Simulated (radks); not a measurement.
The numbers below are computed, except where a source is named.
Spherical jellium clusters: N electrons in a uniform positive sphere of charge N and radius rs N^(1/3), rs = 2.99 bohr. Level of theory: non-relativistic Kohn-Sham, PBE, spin-polarised, spherical densities (a radial shooting solver with Libxc functionals). Levels are named by radial order and angular momentum (1s, 1p, 1d, 2s, ...), and open shells are averaged over m.

N = 3, configuration 1s2 1p(up 1, down 0). This is the lowest configuration that the search found. Occupied and some empty levels:

| level | occupation | eigenvalue (eV) | <r> (bohr) |
|---|---|---|---|
| 1s up | 1 | -5.2718 | 3.436 |
| 1s down | 1 | -4.8392 | 3.300 |
| 1p up | 1 | -2.3618 | 4.840 |
| 1p down | 0 | -1.7340 | 4.904 |

Energy (eV): total -3.59273, kinetic 7.9380, external -62.137, Hartree 28.792, exchange-correlation -12.260, background 34.075.
